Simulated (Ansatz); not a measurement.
Born–Oppenheimer molecular dynamics of BBrFH4N (8 atoms, charge 0, multiplicity 1). It starts at the highest image of a converged band, a first-order saddle point between two minima.

All numbers below come from Ansatz 0.2.0, RKS PBE0-D4/def2-SVP.

```json
{"ensemble": "NVE (velocity Verlet)", "time step": "0.5 fs", "steps asked": "200", "starting velocities drawn for": "100 K", "seed": "3733"}
```

First frame:

```xyz
8
Properties=species:S:1:pos:R:3
B -0.006 -0.043 0.266
N -0.011 0.107 1.757
H -0.797 -0.302 2.257
H 0.877 -0.071 2.226
F 1.180 -0.150 -0.294
H -1.022 -0.280 -0.323
Br -0.369 2.712 0.562
H -0.182 1.360 1.601
```

How far do the bonds stretch over the last three quarters of this one trajectory? (Pairs bonded in most of those frames.)


```json
{"bond": "B1–N2", "mean (Å)": "1.404", "spread (Å)": "0.011", "shortest": "1.38", "longest": "1.42"}
{"bond": "B1–F5", "mean (Å)": "1.333", "spread (Å)": "0.008", "shortest": "1.32", "longest": "1.35"}
{"bond": "B1–H6", "mean (Å)": "1.206", "spread (Å)": "0.002", "shortest": "1.20", "longest": "1.21"}
{"bond": "N2–H3", "mean (Å)": "1.013", "spread (Å)": "0.012", "shortest": "0.99", "longest": "1.03"}
{"bond": "N2–H4", "mean (Å)": "1.014", "spread (Å)": "0.008", "shortest": "1.00", "longest": "1.03"}
{"bond": "Br7–H8", "mean (Å)": "1.433", "spread (Å)": "0.033", "shortest": "1.38", "longest": "1.49"}
```

Mean temperature of the second half: 583 K. The conserved energy stayed within 0.051 meV per atom of its start (net change 0.01 meV per atom), so the integration is sound. The system heated up, since it started high on the potential surface and ran downhill. A run of 0.1 ps of so small a system gives no equilibrium averages. The orbitals stay closed-shell, which can raise the energy where a bond breaks towards radicals; this wasn't checked here.

Run time: 6.9 min on 2 threads of Arm Neoverse V1, on a shared host, peak memory 0.2 GiB.
